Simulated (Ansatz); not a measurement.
Calculated with Ansatz (gas phase, PBE0-D4/def2-TZVP geometries, no zero-point term in ΔE). CBS: MP2 limit from def2 TZ/QZ plus the TZ coupled-cluster correction, frozen cores. This one scheme is used for every species. DFT in def2-TZVPP. def2 core potentials past Kr. For Mo outer-core shells are correlated without core-valence functions, which leaves a few kJ/mol of doubt a bond. Each species was taken in one conformer, which may not be the lowest.

Reaction (ligand exchange at a Mo–O bond): `C[O][Mo](=[NH])(=[NH])[NH2]` + H–F → `[NH]=[Mo](=[NH])([NH2])[F]` + CH₃OH

`C[O][Mo](=[NH])(=[NH])[NH2]`:

Cartesian coordinates in Å:
```
C 0.680 2.020 0.784
O 1.099 0.767 0.315
Mo 0.030 -0.727 -0.105
N -1.311 -0.782 0.990
N 1.041 -2.131 -0.045
N -0.715 -0.600 -1.894
H 1.541 2.543 1.210
H -0.092 1.922 1.556
H 0.277 2.629 -0.033
H -1.888 -1.198 1.708
H 1.315 -3.048 0.278
H -0.305 -1.057 -2.694
H -1.671 -0.336 -2.072
```

H–F:

Z-matrix (Å, degrees):
```
F
H 1 0.920
```

`[NH]=[Mo](=[NH])([NH2])[F]`:

Z-matrix (Å, degrees):
```
Mo
N 1 1.724
N 1 1.929 2 106.7
N 1 1.724 2 111.9 3 116.4
F 1 1.871 2 109.5 3 -122.0
H 2 1.011 1 154.9 3 -118.9
H 3 1.008 1 122.8 2 -19.6
H 3 1.008 1 122.8 2 139.4
H 4 1.011 1 154.9 2 2.5
```

CH₃OH:

```xyz
6

C     0.330   -0.120    0.058
O    -1.049    0.048    0.292
H     0.713   -0.763    0.852
H     0.879    0.829    0.095
H     0.535   -0.607   -0.903
H    -1.408    0.614   -0.394
```

Is it downhill or uphill in electronic energy at CCSD(T)/CBS, and by how much? (Estimate.)

Computed: Downhill: ΔE = -5.9 kcal/mol.

What do these levels give: r2SCAN-D4, ωB97M-V, B2PLYP, PBE, r2SCAN, PBE0, HF/def2-TZVPP, SCS-MP2/def2-TZVPP, CCSD/def2-TZVPP, MP2/def2-QZVPP, HF/CBS(def2), MP2/CBS(def2)? (Best estimate.)

Computed: r2SCAN-D4 -8.4, ωB97M-V -8.7, B2PLYP -7.9, PBE -9.2, r2SCAN -8.9, PBE0 -9.0, HF/def2-TZVPP -11.1, SCS-MP2/def2-TZVPP -6.0, CCSD/def2-TZVPP -6.9, MP2/def2-QZVPP -4.3, HF/CBS(def2) -11.2, MP2/CBS(def2) -4.4 kcal/mol.

Largest T1 diagnostic among the species: 0.022, so the coupled-cluster value is less sure than usual.

In def2-TZVPP, CCSD(T) changes the Hartree–Fock value by +5.4 kcal/mol (the triples alone add +1.2 kcal/mol) and MP2 by +7.0 kcal/mol. The D4 term adds +2.6 kcal/mol with B3LYP and +1.5 kcal/mol with PBE0; it sums over pairs of atoms, weighted by their polarisabilities, and B3LYP, whose exchange is more repulsive, gets the larger term.

B3LYP here is the variant with VWN-RPA as its local correlation; programs differ in this.
